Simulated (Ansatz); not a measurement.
A structure relaxed at PBE0-D4/def2-TZVP, charge 0, multiplicity 1:

```tsv
atom	x (Å)	y (Å)	z (Å)
B1	-1.033	-0.407	-0.535
C2	-1.015	0.800	0.471
N3	0.172	1.041	0.897
C4	1.083	0.109	0.297
N5	0.312	-0.756	-0.569
H6	-1.905	-0.942	-1.144
H7	-1.824	1.429	0.840
H8	1.849	0.665	-0.257
H9	1.594	-0.452	1.088
H10	0.768	-1.486	-1.088
```

(1) Give its formula and SMILES.

(2) Point group (tolerance 0.08 Å, 0.16 Å for H)?

(3) Summarise the bond lengths by kind.

## Answers

(1) C2H5BN2, `B1C=NCN1`.

(2) Cs.

(3) 1 × B–C 1.571 Å; 1 × B–N 1.390 Å; 1 × B–H 1.191 Å; 3 × C–N 1.284 to 1.446 Å; 3 × C–H 1.089 to 1.097 Å; 1 × H–N 1.005 Å.

All numbers were calculated with Ansatz.
